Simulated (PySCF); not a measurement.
A structure optimised at PBE-D3(BJ)/def2-SVP, used in a PySCF frequency run:

```
S
O 1 1.4406
O 1 1.4468 2 132.95
O 1 1.5755 2 110.55 3 180.00
H 4 1.0008 1 113.36 2 180.00
```
Charge +1, spin multiplicity 1.

**Question.** Write its SMILES, formula and point group.

**Answer.** O=S(=O)=[OH+], HO3S, Cs

**Question.** What are its rotational constants (standard atomic weights)?

**Answer.** 9.4781, 8.8812, 4.5850 GHz
